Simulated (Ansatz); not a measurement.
Isolated molecules relaxed with PBE0-D4/def2-TZVP in Ansatz; ΔE leaves out vibrations. CCSD(T)/CBS is the MP2 limit (def2-TZVPP, def2-QZVPP) plus CCSD(T) − MP2 in def2-TZVPP, frozen cores. def2 core potentials past Kr. For Br, In outer-core shells are correlated without core-valence functions, which leaves a few kJ/mol of doubt a bond. Scalar relativity is left out up to krypton. Each species was taken in one conformer, which may not be the lowest.

`[SiH3][O][In]([SH])[Br]` + `[SiH3]O[SiH3]` → `[SiH3][O][InH][Br]` + `[SiH3]O[SiH2]S`  (redistribution)

```csv
species,SCS-MP2/def2-QZVPP energy (Eh)
`[SiH3][O][In]([SH])[Br]`,-3527.11279
`[SiH3]O[SiH3]`,-656.93825
`[SiH3][O][InH][Br]`,-3129.32805
`[SiH3]O[SiH2]S`,-1054.71628
```

**Question.** Work out ΔE.

**Answer.** ΔE = (-3129.32805) + (-1054.71628) − (-3527.11279) − (-656.93825) = 0.00671 Eh = +0.18 eV. CCSD(T)/CBS gives +0.15 eV.

Largest T1 diagnostic among the species: 0.013.

The D4 term adds −0.05 eV with B3LYP and −0.02 eV with PBE0; it sums over pairs of atoms, weighted by their polarisabilities, and B3LYP, whose exchange is more repulsive, gets the larger term. In def2-TZVPP, CCSD(T) changes the Hartree–Fock value by −0.09 eV (the triples alone add −0.01 eV) and MP2 by −0.07 eV.

B3LYP here is the variant with VWN-RPA as its local correlation; programs differ in this.
